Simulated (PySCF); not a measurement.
Isomers of C5H9NSSi.

All values: PBE0/def2-SVPD (PySCF) at GFN2-xTB geometries, gas phase, one conformer each. Core orbitals are frozen in the response; Δα² is half the sum of the squared differences of the principal polarisabilities.

(1) Rank by polarisability anisotropy Δα, lowest first.
A. `[CH3:1][S:2][SiH2:3][n:4]1[cH:5][cH:6][cH:7][cH:8]1` with C1–S2–Si3–N4 -55°, S2–Si3–N4–C5 -32°
B. `[CH:1]#[C:2][C:3]1([NH:4][SiH2:5][SH:6])[CH2:7][CH2:8]1` with C2–C3–N4–Si5 -92°, C3–N4–Si5–S6 172°, N4–Si5–S6–H 175°
C. `[CH3:1][S:2][C@@H:3]1[CH2:4][CH2:5][Si@H:6]1[C:7]#[N:8]` with C1–S2–C3–C4 -75°, S2–C3–C4–C5 -129°, C3–C4–C5–Si6 10°, C4–C5–Si6–C7 -117°, S2–C3–Si6–C5 127°
D. `[H]/[N:4]=[C:3](/[C:2]#[CH:1])[CH2:5][CH2:6][S:7][SiH3:8]` with C2–C3–C5–C6 178°, C3–C5–C6–S7 177°, C5–C6–S7–Si8 72°

(2) Rank by dipole moment, highest first.
A. `[H]/[N:4]=[C:3](/[C:2]#[CH:1])[CH2:5][CH2:6][S:7][SiH3:8]` with C2–C3–C5–C6 178°, C3–C5–C6–S7 177°, C5–C6–S7–Si8 72°
B. `[CH3:1][S:2][SiH2:3][n:4]1[cH:5][cH:6][cH:7][cH:8]1` with C1–S2–Si3–N4 -55°, S2–Si3–N4–C5 -32°
C. `[CH:1]#[C:2][C:3]1([NH:4][SiH2:5][SH:6])[CH2:7][CH2:8]1` with C2–C3–N4–Si5 -92°, C3–N4–Si5–S6 172°, N4–Si5–S6–H 175°
D. `[CH3:1][S:2][C@@H:3]1[CH2:4][CH2:5][Si@H:6]1[C:7]#[N:8]` with C1–S2–C3–C4 -75°, S2–C3–C4–C5 -129°, C3–C4–C5–Si6 10°, C4–C5–Si6–C7 -117°, S2–C3–Si6–C5 127°

Results:

(1) B (4.38 Å³), A (5.22 Å³), C (5.73 Å³), D (6.24 Å³).

(2) D (4.00 D), A (1.80 D), C (1.45 D), B (1.23 D).

All values together:

| SMILES | μ (D) | HOMO (eV) | LUMO (eV) | α (Å³) | Δα (Å³) |
| --- | --- | --- | --- | --- | --- |
| CS[C@@H]1CC[Si@H]1C#N | 4.00 | -6.57 | -1.08 | 16.00 | 5.73 |
| [H]/N=C(/C#C)CCS[SiH3] | 1.80 | -7.06 | -1.32 | 16.93 | 6.24 |
| C#CC1(N[SiH2]S)CC1 | 1.45 | -7.18 | 0.11 | 16.24 | 4.38 |
| CS[SiH2]n1cccc1 | 1.23 | -6.36 | 0.08 | 16.11 | 5.22 |

Conformers: `[CH3:1][S:2][C@@H:3]1[CH2:4][CH2:5][Si@H:6]1[C:7]#[N:8]` with C1–S2–C3–C4 -75°, S2–C3–C4–C5 -129°, C3–C4–C5–Si6 10°, C4–C5–Si6–C7 -117°, S2–C3–Si6–C5 127°; `[H]/[N:4]=[C:3](/[C:2]#[CH:1])[CH2:5][CH2:6][S:7][SiH3:8]` with C2–C3–C5–C6 178°, C3–C5–C6–S7 177°, C5–C6–S7–Si8 72°; `[CH:1]#[C:2][C:3]1([NH:4][SiH2:5][SH:6])[CH2:7][CH2:8]1` with C2–C3–N4–Si5 -92°, C3–N4–Si5–S6 172°, N4–Si5–S6–H 175°; `[CH3:1][S:2][SiH2:3][n:4]1[cH:5][cH:6][cH:7][cH:8]1` with C1–S2–Si3–N4 -55°, S2–Si3–N4–C5 -32°.
